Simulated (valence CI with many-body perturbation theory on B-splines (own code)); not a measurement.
**Au LXXIV: electric-dipole lines**

Method: valence CI with perturbative core correlation (CI+MBPT): four valence electrons over a frozen Dirac-Fock core [He], a basis of 11 s, 11 p, 10 d, 8 f, 5 g, 2 h functions for each j, with the one-electron correlation potential Σ1 (screened to all orders), the two-electron term Σ2, the three-electron term Σ3, Breit, model QED; selected single and double excitations, second order for the rest, scaled by the run's own slope (own B-spline code, finite nucleus).

No measured spectrum was set against this ion. As an estimate, large intervals hold to a few tenths of a per cent, small ones and those within an open d or f shell to about a per cent. Among the levels kept, up to 1300 cm⁻¹ of a level comes from second order outside the variational space, and about a tenth of that is noise between levels of different J, which matters for small intervals.

Lines 151 to 200 of 568 in falling wavelength, among levels below 139900 × 10³ cm⁻¹, chosen from the strongest by gf and those to the six lowest levels. Wavelengths and rates use the calculated energies. Electric multipoles are in the length gauge, E1 and E2 with the static RPA response of the core. Weak lines are less certain than strong ones. Lines between different terms over intervals too small for the method are left out, as are lines whose strength nearly cancels. The highest levels of a list are the least certain.

Levels are named by their leading jj configuration (3d3/2^4 stands for four electrons in 3d with j = 3/2), which in mixed levels can hold well under half, so a name can repeat and another be missing. Letters in brackets count levels of one name in rising energy.

```
λ vac (nm)                           Upper                           Lower   A (s⁻¹)  log gf  Branch %
    0.5612          (2s 2p3/2^2 3d5/2) J=5          (2s^2 2p3/2 3d5/2) J=4  4.22e+12   -0.66      85.4
    0.5611             (2s 2p3/2^2 3s) J=3             (2s^2 2p3/2 3s) J=2  5.45e+12   -0.74       3.3
    0.5611          (2s 2p3/2^2 3p3/2) J=4          (2s^2 2p3/2 3p3/2) J=3  4.88e+12   -0.68      42.4
    0.5598          (2s 2p3/2^2 3d3/2) J=4          (2s^2 2p3/2 3d3/2) J=3  4.67e+12   -0.70       0.2
    0.5593          (2s 2p3/2^2 3p1/2) J=3          (2s^2 2p3/2 3p1/2) J=2  5.17e+12   -0.77       0.9
    0.5582      (2s 2p3/2^2 3d3/2) J=3 [a]          (2s^2 2p3/2 3d3/2) J=2  4.05e+12   -0.88       0.2
    0.5578      (2s 2p1/2 2p3/2^2) J=2 [a]          (2s^2 2p1/2 2p3/2) J=1  5.55e+12   -0.89      97.7
    0.5540      (2p1/2 2p3/2^2 3s) J=2 [a]     (2s 2p1/2 2p3/2 3s) J=1 [c]  1.11e+13   -0.59       8.6
    0.5532          (2s 2p3/2^2 3d5/2) J=3          (2s^2 2p3/2 3d5/2) J=2  3.57e+12   -0.94       0.2
    0.5528   (2p1/2 2p3/2^2 3p1/2) J=1 [a]      (2s 2p1/2 2p3/2 3p1/2) J=0  9.18e+12   -0.90       0.9
    0.5510   (2p1/2 2p3/2^2 3p1/2) J=2 [a]  (2s 2p1/2 2p3/2 3p1/2) J=1 [b]  1.24e+13   -0.55       1.2
    0.5510          (2s 2p1/2 2p3/2^2) J=3          (2s^2 2p1/2 2p3/2) J=2  5.36e+12   -0.77      99.5
    0.5492          (2p1/2 2p3/2^2 3s) J=3     (2s 2p1/2 2p3/2 3s) J=2 [c]  1.41e+13   -0.35       9.1
    0.5487   (2p1/2 2p3/2^2 3p1/2) J=2 [b]  (2s 2p1/2 2p3/2 3p1/2) J=1 [c]  1.58e+13   -0.45       1.7
    0.5487      (2p1/2 2p3/2^2 3s) J=1 [a]         (2s 2p1/2 2p3/2 3s) J=0  8.73e+12   -0.93       2.0
    0.5482      (2s 2p3/2^2 3p3/2) J=2 [a]          (2s^2 2p3/2 3p3/2) J=1  6.81e+12   -0.81       1.0
    0.5478       (2p1/2 2p3/2^2 3p1/2) J=3  (2s 2p1/2 2p3/2 3p1/2) J=2 [c]  1.59e+13   -0.30       1.5
    0.5463      (2p1/2 2p3/2^2 3s) J=2 [b]     (2s 2p1/2 2p3/2 3s) J=2 [c]  5.46e+12   -0.91       1.4
    0.5439      (2p1/2 2p3/2^2 3s) J=2 [b]     (2s 2p1/2 2p3/2 3s) J=1 [b]  1.17e+13   -0.59       2.9
    0.5418                (2s 2p3/2^3) J=2              (2s^2 2p3/2^2) J=2  1.77e+13   -0.41      99.0
    0.5400           (2p1/2^2 2p3/2^2) J=2          (2s 2p1/2^2 2p3/2) J=1  1.65e+13   -0.44      47.2
    0.5390             (2p1/2 2p3/2^3) J=1      (2s 2p1/2 2p3/2^2) J=1 [a]  2.54e+13   -0.48      46.6
    0.5388      (2s 2p3/2^2 3p3/2) J=3 [b]          (2s^2 2p3/2 3p3/2) J=2  7.39e+12   -0.65       1.5
    0.5379             (2p1/2 2p3/2^3) J=2      (2s 2p1/2 2p3/2^2) J=1 [b]  6.25e+12   -0.87      11.8
    0.5374  (2s 2p1/2 2p3/2 3d5/2) J=3 [c]          (2s^2 2p1/2 3d5/2) J=2  2.05e+13   -0.21       3.9
    0.5374  (2s 2p1/2 2p3/2 3p3/2) J=2 [c]          (2s^2 2p1/2 3p3/2) J=1  2.11e+13   -0.34       5.1
    0.5372          (2p1/2^2 2p3/2 3s) J=1             (2s 2p1/2^2 3s) J=0  1.20e+13   -0.81       3.0
    0.5371  (2s 2p1/2 2p3/2 3d5/2) J=4 [c]          (2s^2 2p1/2 3d5/2) J=3  2.01e+13   -0.11       2.8
    0.5367             (2p1/2 2p3/2^3) J=2      (2s 2p1/2 2p3/2^2) J=2 [b]  3.23e+13   -0.16      60.7
    0.5365  (2s 2p1/2 2p3/2 3p3/2) J=3 [c]          (2s^2 2p1/2 3p3/2) J=2  2.13e+13   -0.19       6.6
    0.5364       (2p1/2^2 2p3/2 3p3/2) J=1          (2s 2p1/2^2 3p3/2) J=1  1.47e+13   -0.72       2.7
    0.5362       (2p1/2^2 2p3/2 3d5/2) J=2          (2s 2p1/2^2 3d5/2) J=2  1.27e+13   -0.56       0.9
    0.5360                   (2p3/2^4) J=0                (2s 2p3/2^3) J=1  7.19e+13   -0.51      99.4
    0.5358                (2s 2p3/2^3) J=1              (2s^2 2p3/2^2) J=0  1.14e+13   -0.83      25.6
    0.5355  (2s 2p1/2 2p3/2 3d3/2) J=2 [c]          (2s^2 2p1/2 3d3/2) J=2  2.21e+13   -0.32       8.0
    0.5353       (2p1/2^2 2p3/2 3p3/2) J=3          (2s 2p1/2^2 3p3/2) J=2  1.68e+13   -0.30       3.3
    0.5351       (2p1/2^2 2p3/2 3d5/2) J=4          (2s 2p1/2^2 3d5/2) J=3  1.50e+13   -0.24      48.5
    0.5350      (2s 2p3/2^2 3p3/2) J=2 [c]          (2s^2 2p3/2 3p3/2) J=2  2.03e+13   -0.36      29.2
    0.5349  (2s 2p1/2 2p3/2 3d3/2) J=1 [d]          (2s^2 2p1/2 3d3/2) J=1  1.89e+13   -0.61       0.8
    0.5348  (2s 2p1/2 2p3/2 3d3/2) J=2 [d]          (2s^2 2p1/2 3d3/2) J=1  2.00e+13   -0.37       0.8
    0.5344  (2s 2p1/2 2p3/2 3p1/2) J=1 [b]          (2s^2 2p1/2 3p1/2) J=1  2.44e+13   -0.50       3.9
    0.5343     (2s 2p1/2 2p3/2 3s) J=1 [b]             (2s^2 2p1/2 3s) J=1  1.98e+13   -0.60       4.2
    0.5343  (2s 2p1/2 2p3/2 3d3/2) J=3 [c]          (2s^2 2p1/2 3d3/2) J=2  2.01e+13   -0.22      11.9
    0.5340       (2p1/2^2 2p3/2 3d3/2) J=2          (2s 2p1/2^2 3d3/2) J=2  8.71e+12   -0.73       3.5
    0.5338  (2s 2p1/2 2p3/2 3p1/2) J=2 [c]          (2s^2 2p1/2 3p1/2) J=1  2.22e+13   -0.32       5.3
    0.5338      (2s 2p3/2^2 3p3/2) J=1 [c]          (2s^2 2p3/2 3p3/2) J=0  9.00e+12   -0.94       3.5
    0.5337  (2s 2p1/2 2p3/2 3p1/2) J=1 [c]          (2s^2 2p1/2 3p1/2) J=0  2.34e+13   -0.52       5.1
    0.5337  (2s 2p1/2 2p3/2 3d5/2) J=2 [c]          (2s^2 2p1/2 3d5/2) J=3  5.65e+12   -0.92       0.2
    0.5335  (2s 2p1/2 2p3/2 3d3/2) J=1 [c]          (2s^2 2p1/2 3d3/2) J=2  2.12e+13   -0.57       3.1
    0.5334  (2s 2p1/2 2p3/2 3d5/2) J=3 [d]          (2s^2 2p1/2 3d5/2) J=3  2.21e+13   -0.18       0.8
```

Q: How does gf follow from A for the line at 0.5463 nm?

A: gf = 1.4992 × (2J+1)_upper × A / σ², with σ = 18303476 cm⁻¹ and 2J+1 = 5: gf = 0.122.
